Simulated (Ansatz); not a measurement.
System: C2H7FSi (charge 0, singlet). 
Structure (B3LYP-D3(BJ)/def2-TZVP (Ansatz, a program for electronic structure) minimum search):
```
Si
F 1 1.6150
H 1 1.4823 2 106.48
C 1 1.8613 3 110.60 2 117.30
H 4 1.0916 1 111.13 3 -58.10
H 4 1.0922 5 108.14 1 122.21
H 4 1.0930 5 107.90 6 116.53
C 1 1.8613 3 110.60 2 -117.30
H 8 1.0916 1 111.13 3 58.10
H 8 1.0922 9 108.14 1 -122.21
H 8 1.0930 9 107.90 10 -116.53
```

Cost against accuracy for the electronic atomisation energy, in kcal/mol, with Ansatz. The level to compare with is RI-MP2/CBS(aug-cc-pV(T+d)Z,aug-cc-pV(Q+d)Z)+[CCSD(T)-MP2]/aug-cc-pV(T+d)Z, which has limits of its own. With the core correlation from cc-pwCVTZ added it gives 999.2 kcal/mol. Valence correlation only, unless marked. Open shells are spin-unrestricted. No spin-orbit coupling. Non-relativistic. Basis-set limits of correlation are two-point, X^-3; Hartree-Fock from the larger set. [CCSD(T)-MP2]/basis is that difference in the basis named. Cost is core time over that of PBE on the same kind of machine, a rough figure. The def2-TZVPD runs include forces, double hybrids apart; the rest are energies alone. Times hold the program's checks for lower states and leave out the atoms.

```csv
level,cost over PBE
CCSD(T)/STO-3G,0.1×
CCSD(T)/6-31G*,0.7×
PBE/def2-TZVPD,1×
RI-MP2/aug-cc-pV(T+d)Z,1×
B3LYP-D4/def2-TZVPD + dftd4,2×
r2SCAN-D4/def2-TZVPD + dftd4,2×
HSE06-D3(BJ)/def2-TZVPD + dftd3,2×
PBE0/def2-TZVPD,2×
CAM-B3LYP-D3(BJ)/def2-TZVPD + dftd3,2×
B97M-V/def2-TZVPD,3×
"RI-MP2/CBS(cc-pV(T+d)Z,cc-pV(Q+d)Z)",3×
wB97M-V/def2-TZVPD,3×
"RI-MP2/CBS(cc-pV(T+d)Z,cc-pV(Q+d)Z)+[CCSD(T)-MP2]/cc-pV(T+d)Z",10×
```

Which is the cheapest level whose absolute difference stays within 4 kcal/mol?

CAM-B3LYP-D3(BJ)/def2-TZVPD + dftd3 at 2× PBE's cost, difference -2.1 kcal/mol. All differences: CCSD(T)/STO-3G 20.0, CCSD(T)/6-31G* -95.0, PBE/def2-TZVPD -5.1, RI-MP2/aug-cc-pV(T+d)Z -12.7, B3LYP-D4/def2-TZVPD + dftd4 -7.7, r2SCAN-D4/def2-TZVPD + dftd4 -5.4, HSE06-D3(BJ)/def2-TZVPD + dftd3 -9.6, PBE0/def2-TZVPD -13.3, CAM-B3LYP-D3(BJ)/def2-TZVPD + dftd3 -2.1, B97M-V/def2-TZVPD -5.1, RI-MP2/CBS(cc-pV(T+d)Z,cc-pV(Q+d)Z) 6.0, wB97M-V/def2-TZVPD -4.9, RI-MP2/CBS(cc-pV(T+d)Z,cc-pV(Q+d)Z)+[CCSD(T)-MP2]/cc-pV(T+d)Z -2.8.
